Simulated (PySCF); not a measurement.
Species: C5H11Al.
Bonds: C1–C2 (double), C2–C3, C3–Al4, Al4–C5, C5–C6. Hydrogens: H7, H8 on C1; H9 on C2; H10, H11 on C3; H12 on Al4; H13, H14 on C5; H15, H16, H17 on C6.

Torsions of this conformer, `[CH2:1]=[CH:2][CH2:3][AlH:4][CH2:5][CH3:6]`: C1–C2–C3–Al4 -58°, C2–C3–Al4–C5 -82°, C3–Al4–C5–C6 145°.

The closed-shell ground state was solved at several levels (PySCF, density fitting, gas phase, non-relativistic). Geometry: PBE0-D3(BJ)/def2-SVP, one conformer, isolated molecule.

| level | basis functions | total energy (Eh) | HOMO (eV) | LUMO (eV) | gap (eV) | dipole (D) |
| --- | --- | --- | --- | --- | --- | --- |
| CAM-B3LYP/def2-SVPD | 212 | -439.2229 | -7.97 | 0.36 | 8.33 | 1.33 |
| wB97X-D/pcSseg-1 | 164 | -439.4493 | -8.53 | 1.12 | 9.65 | 1.32 |

(1) Estimate the row for PBE0/pcSseg-1, a basis of 164 functions; the other rows only guide the guess.

(2) Over all these levels, which gives the widest orbital gap and which the narrowest?

(3) How far do the dipole and the HOMO energy spread over the levels?

Answers

(1) Total energy -439.1593 Eh, HOMO -6.77 eV, LUMO -0.65 eV, gap 6.12 eV, dipole 1.32 D.

(2) wB97X-D/pcSseg-1 (range-separated hybrid) has the widest, 9.65 eV, and PBE0/pcSseg-1 (global hybrid, 25 % exact exchange) the narrowest, 6.12 eV. The two share the basis. From the narrowest to the widest the HOMO moves by -1.76 eV and the LUMO by +1.77 eV.

(3) The dipole runs from 1.32 to 1.33 D (mean 1.32 D) and the HOMO from -8.53 to -6.77 eV.

The pairwise dispersion term of wB97X-D wasn't added to the energies; at a given geometry it leaves orbitals and properties as they are.
